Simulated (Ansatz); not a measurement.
Computed with Ansatz on PBE0-D4/def2-TZVP structures; ΔE is electronic, products minus reactants. CBS: MP2 limit from def2 TZ/QZ plus the TZ coupled-cluster correction, frozen cores. For Se outer-core shells are correlated without core-valence functions, which leaves a few kJ/mol of doubt a bond. Scalar relativity is left out up to krypton.

Reaction (isomerisation): `CN=C=[Se]` → `C[Se]C#N`

```csv
species,SCS-MP2/def2-QZVPP energy (Eh)
`CN=C=[Se]`,-2532.91838
`C[Se]C#N`,-2532.91886
```

Task: Work out ΔE.

Result: ΔE = (-2532.91886) − (-2532.91838) = -0.00048 Eh = -1.3 kJ/mol. CCSD(T)/CBS gives +3.6 kJ/mol.

Task: What do rigid-rotor, harmonic-oscillator terms from PBE0-D4/def2-TZVP frequencies (298.15 K, 1 bar) make of the CCSD(T)/CBS value? (An estimate is asked.)

Result: Computed: ΔZPE = -4.0 kJ/mol, ΔH = -1.0 kJ/mol, ΔS = -6 J/(mol·K), ΔG = +0.9 kJ/mol. Modes under 50 cm⁻¹ make the entropy rough.

Largest T1 diagnostic among the species: 0.014.

From BLYP to BHLYP (50 % exact exchange), in def2-TZVPP and without D4, ΔE moves by −6.7 kJ/mol. Leaving LDA and LC-ωPBE aside and taking each functional with its dispersion term where it has one, the values, not all of them listed here, spread over 25.1 kJ/mol, from ωB97M-V to PBE-D4. LDA lies +25.4 kJ/mol from PBE without D4. At CCSD(T), def2-SVP lies +15.3 kJ/mol from the extrapolated value and def2-TZVPP −8.5 kJ/mol.
